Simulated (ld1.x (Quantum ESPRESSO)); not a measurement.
Results of a calculation; reference values are marked as such.
## Potentials for boron (B) compared

Generated with ld1.x 7.5 (TM, RRKJ, ultrasoft, PAW), atompaw 4.2 or ONCVPSP 4.0.1. The cutoff is in Ry: for ld1.x and atompaw files where the sum of valence levels is converged to 10 mRy in a Bessel basis, for ONCV files where the hardest occupied wave has 1 mHa per electron of residual kinetic energy. The error is the largest all-electron minus pseudo excitation energy over each file’s own four to seven test configurations (ionisations up to +4, promotions, holes and added fractions of an electron), all of which were solved. The labels leave out finer settings (local radius, basis sizes, second energies), which also bear on the numbers. Spin-polarised tests are not counted. The rows are a selection from randomly drawn settings: files with unsolved tests, undetermined cutoffs or missed reference levels are left out.

```csv
potential,cutoff (Ry),largest error (meV),bound ghosts
"TM semilocal, BLYP, scalar-relativistic, rc 1.30/1.90/1.50 (spd), local s, core correction yes, reference 2s2 2p1",25,+70,none
"PAW, PBE, scalar-relativistic, rc 1.65/3.60 (sp), local smoothed, core correction yes, reference 2s1.75 2p1.25",6,+440,none
"TM semilocal, Wu–Cohen, scalar-relativistic, rc 1.15/2.90 (sp), local s, core correction yes, reference 2s2 2p1",21,+223,none
"PAW, PBEsol, non-relativistic, rc 1.25/2.30/1.95 (spd), local smoothed, core correction yes, reference 2s1 2p0",15,-9.3,none
"ultrasoft, LDA (PZ), non-relativistic, rc 1.45/1.90 (sp), local smoothed, core correction no, reference 2s2 2p1",12,+99,none
```

Question: Fill in the row for B: RRKJ, LDA (PZ), non-relativistic, rc 1.16/2.28/1.94 (spd), local smoothed, core correction yes, reference 2s2 2p1.

Answer: cutoff 50 Ry, largest error +121 meV, bound ghosts: none.
